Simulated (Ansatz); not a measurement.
Species: CH₃AlI, SMILES `[CH3][Al][I]` (charge 0, multiplicity 2).

Problem. Give a relaxed geometry from Ansatz (a first-principles code) with B3LYP-D3(BJ)/def2-TZVP.

Solution. the end point of this relaxation (outside a Z-matrix the atoms follow the SMILES, hydrogens last).
Bonds (Å): C1–Al2 1.974, C1–H4 1.094, C1–H5 1.094, C1–H6 1.090, Al2–I3 2.531. Angles (°): Al2–C1–H4 108.9, Al2–C1–H5 108.8, Al2–C1–H6 112.9, H4–C1–H5 108.0, H4–C1–H6 109.1, H5–C1–H6 109.0, C1–Al2–I3 116.1.
